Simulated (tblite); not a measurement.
Method: GFN2-xTB as coded in tblite; computed harmonic values from a numerical Hessian at the method's own geometry, unscaled. The method is semi-empirical: single wavenumbers can be off by several per cent or more. Modes of hydrogen on silicon can be 10 to 20 % off. One conformer each. Open shells enter through the occupations alone, without spin polarisation, and single modes of such species can be off by tens of per cent. Thermal functions are those of the rigid rotor and harmonic oscillator, without mixing of conformers.

Task: Order these by their zero-point energy, highest first (kcal/mol).
A. `OC1=CC=CC=C1[S]` [radical]
B. `[H]/N=[C]/C1=C(F)C=NC1` [radical]
C. `[SiH2]N[SiH3]` [radical]
D. `[CH]=C1CC(N[SiH3])C1` [radical]
E. `N#C[C@H]1CS[SiH]S1` [radical]

Result: D (81.2), A (57.3), B (50.0), E (40.4), C (33.8).

```
                SMILES  atoms  mass (u)  symmetry number  modes under 300 cm⁻¹  ZPE (kcal/mol)  S translation (cal/(mol K))  S rotation  S vibration  S spin     S    Cp
  [CH]=C1CC(N[SiH3])C1     17    112.06                1                     5            81.2                         40.1        28.2         24.0     1.4  93.6  35.4
          Oc1ccccc1[S]     13    125.01                1                     3            57.3                         40.4        28.5         13.1     1.4  83.4  28.0
[H]/N=[C]/C1=C(F)C=NC1     12    111.04                1                     3            50.0                         40.1        28.1         15.0     1.4  84.6  27.9
    N#C[C@H]1CS[SiH]S1     11    145.96                1                     5            40.4                         40.9        28.9         20.4     1.4  91.6  30.2
         [SiH2]N[SiH3]      9     76.00                1                     4            33.8                         38.9        24.6         17.2     1.4  82.1  24.0
```

Entropies and Cp are for 298.15 K and 1 bar.
